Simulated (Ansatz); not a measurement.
Stepwise reaction of `[Cl][SnH2][Cl]` with hydrogen sulfide, as a gas-phase model of exchange steps in deposition or etching. ΔE in kJ/mol; ΔG adds harmonic PBE0-D4 terms to CCSD(T)/CBS, at 1 bar.

Gas-phase electronic energies from Ansatz, PBE0-D4/def2-TZVP geometries. CCSD(T)/CBS adds triple-zeta CCSD(T) − MP2 to the extrapolated MP2 energy (def2 sets, frozen cores). This one scheme is used for every species. DFT in def2-TZVPP. B3LYP here is the variant with VWN-RPA as its local correlation; programs differ in this. def2 core potentials past Kr. For Sn outer-core shells are correlated without core-valence functions, which leaves a few kJ/mol of doubt a bond. Each species was taken in one conformer, which may not be the lowest.

```tsv
step	reaction	PBE-D4	B3LYP-D4	ωB97M-V	CCSD(T)/CBS	ΔG(400 K)
1	`[Cl][SnH2][Cl]` + H₂S → `[SH][SnH2][Cl]` + HCl	22.9	27.9	28.5	25.9	25.2
```

Question: Give the row of step 2, `[SH][SnH2][Cl]` + H₂S → `[SH][SnH2][SH]` + HCl. (Best estimate.)

Answer: Computed: 
| step | reaction | PBE-D4 | B3LYP-D4 | ωB97M-V | CCSD(T)/CBS | ΔG(400 K) |
| --- | --- | --- | --- | --- | --- | --- |
| 2 | `[SH][SnH2][Cl]` + H₂S → `[SH][SnH2][SH]` + HCl | 28.0 | 33.2 | 33.8 | 30.8 | 25.7 |

Question: By hand: ΔE of the 2 steps together at CCSD(T)/CBS.

Answer: (25.9) + (30.8) = 56.7 kJ/mol, or 28.4 kJ/mol a step.

In ΔE the steps differ by no more than 4.9 kJ/mol. All are uphill at CCSD(T)/CBS. ΔG lies between 25.2 and 25.7 kJ/mol a step. PBE-D4 differs from CCSD(T)/CBS by -3.0 to -2.8 kJ/mol a step. Isolated molecules leave out the surface, adducts and barriers. Largest T1 diagnostic: 0.012.
